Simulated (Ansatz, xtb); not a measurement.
**Two isomers of C6H12O**

Structure I: `C=C[C@@H](CC)OC`, a singlet. Structure II: `C=CC[C@@H](C)OC`, a singlet. Both are isolated molecules in the gas phase, relaxed with B3LYP-D3(BJ)/def2-SVP; each stands in its lowest conformer found.

Energies in hartree; the thermal terms are from GFN2-xTB frequencies at re-optimised GFN2-xTB minima (ideal gas, soft modes damped towards free rotors, one conformer each, 298.15 K, 1 atm) and include the zero-point energy:

|  | I | II |
| --- | --- | --- |
| E, CCSD(T)/def2-SVP | −309.935499 | −309.935359 |
| E, MP2/def2-SVP | −309.819731 | −309.819262 |
| E, MP2/def2-TZVPP | −310.401766 | −310.401317 |
| zero-point energy | 0.165618 | 0.165450 |
| H(298 K) − E | 0.175777 | 0.175612 |
| G(298 K) − E | 0.131717 | 0.131399 |

Correct the CCSD(T) difference for the basis set by the MP2 change, then work out ΔE, ΔE₀, ΔH and ΔG for I → II in kJ/mol (1 Eh = 2625.50 kJ/mol) and the equilibrium ratio [II]/[I].

1. Differences II − I: CCSD(T) +0.000140, MP2 in the small set +0.000469, MP2 in the large set +0.000449 Eh.
2. ΔE = +0.000140 + (+0.000449 − (+0.000469)) = +0.000120 Eh = +0.32 kJ/mol.
3. ΔE₀ = ΔE + ΔZPE = +0.000120 + (−0.000168) Eh = −0.13 kJ/mol.
4. ΔH = ΔE + (−0.000165) Eh = −0.12 kJ/mol.
5. ΔG = ΔE + (−0.000318) Eh = −0.52 kJ/mol, so ΔS = (ΔH − ΔG)/T = +1.3 J/(mol K).
6. kT = 0.9442 mEh, so K = [II]/[I] = exp(−ΔG/kT) = exp(+0.21) ≈ 1.2.

The two are too close for this level to say which is favoured. An error of 4 kJ/mol in ΔG would change K by a factor of 5. Mirror images and further conformers aren't counted.

As drawn, both hold the same kinds of bond in the same numbers.

Other levels gave ΔE = −0.5 (GFN2-xTB); +2.6 (HF/STO-3G, GFN2-xTB geometries); +0.2 (r2SCAN-D4/def2-SVP, GFN2-xTB geometries); +0.4 (B3LYP-D3(BJ)/def2-SVP); −1.6 (HF/def2-SVP); +1.2 (MP2/def2-SVP); +0.4 (CCSD(T)/def2-SVP) kJ/mol. The correlated steps freeze 7 core orbitals. Programs: Ansatz 0.2.0, xtb 6.7.1.
